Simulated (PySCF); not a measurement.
Compound: C₆H₆F₂.
Numbering: `[CH2:1]=[CH:2]/[C:3]([F:4])=[C:5](/[F:6])[CH:7]=[CH2:8]` (hydrogens: H9, H10 on C1; H11 on C2; H12 on C7; H13, H14 on C8)

Structure optimised with GFN2-xTB, isolated species.

Q: List the bond lengths, angles and torsions at this level.

A: 
```csv
bond,length (pm),order
"C1=C2, C7=C8",133.2,double
"C2–C3, C5–C7",144.2,single
"C3–F4, C5–F6",135.2,single
C3=C5,135.2,double
"C1–H9, C8–H14",107.5,single
"C1–H10, C8–H13",107.7,single
"C2–H11, C7–H12",107.9,single
```

Bonds in one row agree within 1 pm and their mean is given. Orders are formal, as drawn. A selection of angles:
```csv
angle,degrees
C1–C2–C3,123.0
C2–C3–F4,115.2
C2–C3–C5,127.4
F4–C3–C5,117.4
```

Dihedral angles: C1–C2–C3–F4 0° (synperiplanar); C2–C3–C5–F6 180° (antiperiplanar); C3–C5–C7–C8 180° (antiperiplanar).

The 8 heavy atoms lie in one plane (0.001 Å rms). The C–C distances run from 1.332 Å (C1=C2, drawn double) to 1.442 Å (C5–C7, drawn single), a spread of 0.110 Å. Of the pairs four or more bonds apart, H11···H12 is among the closest relative to their van der Waals radii: 2.14 Å, 89 % of the sum of Bondi's values.

Point group: C2v (tolerance 0.08 Å). GFN2-xTB frequencies: not computed here. The numbers are those of one conformer.
